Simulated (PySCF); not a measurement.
C8H11BO.
Z-matrix (Å and degrees, PBE0-D3(BJ)/def2-SVP geometry), rows numbered from 1:
```
C 
C   1  1.5088
O   2  1.4101  1  107.67
C   3  1.3505  2  122.74  1  -179.41
C   4  1.3843  3  114.37  2   179.07
B   5  1.5108  4  130.04  3  -179.80
C   6  1.5317  5  124.71  4     0.07
C   7  1.3713  6  128.09  5    -0.27
C   8  1.4216  7  128.33  6     0.04
C   9  1.3724  8  131.61  7     0.24
H   1  1.0995  2  110.56  3    59.77
H   1  1.0995  2  110.56  3   -60.03
H   1  1.0998  2  110.30  3   179.87
H   2  1.1058  1  110.52  3   120.55
H   2  1.1058  1  110.57  3  -120.52
H   5  1.0968  4  111.52  3     0.04
H   6  1.2144  5  117.54  4   179.95
H   7  1.0976  6  117.77  5   179.79
H   8  1.0971  7  117.92  6  -179.91
H   9  1.0952  8  114.32  7  -179.83
H  10  1.0912  4  115.59  3    -0.23
```

The closed-shell ground state was solved at several levels (PySCF, density fitting, gas phase, non-relativistic).

```tsv
level	basis functions	HOMO (eV)	LUMO (eV)	gap (eV)	dipole (D)
B3LYP/def2-SVPD	291	-6.64	-2.12	4.52	3.92
wB97X-D/pcSseg-1	225	-8.54	-0.27	8.27	4.01
```

Task: What might PBE0/pcSseg-1 (225 basis functions) give for the same quantities?

Result: HOMO -6.84 eV, LUMO -1.94 eV, gap 4.90 eV, dipole 4.05 D.

Task: Over all these levels, which gives the widest orbital gap and which the narrowest?

Result: wB97X-D/pcSseg-1 (range-separated hybrid) has the widest, 8.27 eV, and B3LYP/def2-SVPD (global hybrid, 20 % exact exchange) the narrowest, 4.52 eV. Functional and basis both differ between the two, so the spread mixes both effects.

Task: How far do the dipole and the HOMO energy spread over the levels?

Result: The dipole runs from 3.92 to 4.05 D (mean 3.99 D) and the HOMO from -8.54 to -6.64 eV.

One conformer stands for the species.
